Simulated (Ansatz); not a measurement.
Cost and result for the atomization energy of `C/C(Cl)=N\[SiH3]` (11 atoms, 10 bonds).

Z-matrix (Å, degrees):
```
C
C 1 1.492
H 1 1.092 2 109.7
H 1 1.090 2 110.6 3 121.3
H 1 1.092 2 109.7 3 -117.5
Cl 2 1.781 1 110.7 3 58.5
N 2 1.237 1 130.8 3 -121.6
Si 7 1.726 2 133.7 1 -0.0
H 8 1.482 7 107.3 2 121.4
H 8 1.482 7 107.3 2 -120.2
H 8 1.493 7 114.4 2 0.6
```

Charge 0, multiplicity 1. Geometry: relaxed with PBE0-D4/def2-TZVP. Program: Ansatz. All runs use 4 threads of a server CPU on a shared host. Times are those of one run each, without the atoms' runs, and a repeat can differ threefold. Electronic energies, without spin–orbit coupling; frozen cores. CCSD(T)/CBS adds CCSD(T) − MP2 in def2-TZVPP to the MP2 limit, and its time is that of the two runs behind it. T1 = 0.012. HSE06 is the plane-wave form, built on full-range PBE exchange.

CCSD(T)/CBS is a level of theory with its own doubt, some kJ/mol a heavy atom from the limit and from the frozen cores, so smaller differences don't rank the functionals.

```
                             level  functions  atomization (kcal/mol)  difference from CCSD(T)/CBS  per bond
                CCSD(T)/def2-TZVPP        261                   916.9                        -26.7      -2.7
                 B97M-V/def2-TZVPP        261                   950.0                          6.4       0.6
                ωB97X-V/def2-TZVPP        261                   949.6                          6.0       0.6
                PBE0-D4/def2-TZVPP        261                   948.4                          4.8       0.5
               BHLYP-D4/def2-TZVPP        261                   919.2                        -24.4      -2.4
               PBE-QIDH/def2-TZVPP        261                   938.2                         -5.4      -0.5
           CAM-B3LYP-D4/def2-TZVPP        261                   949.4                          5.8       0.6
                 CCSD(T)/CBS(def2)          –                   943.6                          0.0       0.0
                  CCSD(T)/def2-SVP        108                   886.8                        -56.8      -5.7
r2SCAN-D4/def2-TZVPP (with forces)        261                   947.6                          4.0       0.4
                    MP2/def2-QZVPP        491                   947.2                          3.6       0.4
            LDA (SPW92)/def2-TZVPP        261                  1083.5                        139.9      14.0
               HSE06-D4/def2-TZVPP        261                   949.2                          5.6       0.6
```

Task: Order the runs by time, with rough figures. (An estimate is asked.)

Result: Ansatz gave: LDA (SPW92)/def2-TZVPP 3.8 s; BHLYP-D4/def2-TZVPP 8 s; HSE06-D4/def2-TZVPP 9 s; PBE0-D4/def2-TZVPP 9.6 s; CAM-B3LYP-D4/def2-TZVPP 10 s; CCSD(T)/def2-SVP 11 s; r2SCAN-D4/def2-TZVPP (with forces) 11 s; PBE-QIDH/def2-TZVPP 16 s; ωB97X-V/def2-TZVPP 16 s; B97M-V/def2-TZVPP 19 s; MP2/def2-QZVPP 54 s; CCSD(T)/def2-TZVPP 3.5 min; CCSD(T)/CBS(def2) 4.4 min.

In def2-TZVPP, CCSD(T) changes the Hartree–Fock value by +240.1 kcal/mol (the triples alone add +16.0 kcal/mol) and MP2 by +254.5 kcal/mol; breaking electron pairs costs correlation energy, which Hartree–Fock lacks. Leaving LDA and LC-ωPBE aside and taking each functional with its dispersion term where it has one, the values, not all of them listed here, spread over 47.7 kcal/mol, from BHLYP-D4 to PBE-D4. LDA lies +122.5 kcal/mol from PBE without D4, its usual overbinding. The D4 term adds +9.7 kcal/mol with B3LYP and +5.1 kcal/mol with PBE0; it sums over pairs of atoms, weighted by their polarisabilities, and B3LYP, whose exchange is more repulsive, gets the larger term.

B3LYP here is the variant with VWN-RPA as its local correlation; programs differ in this.
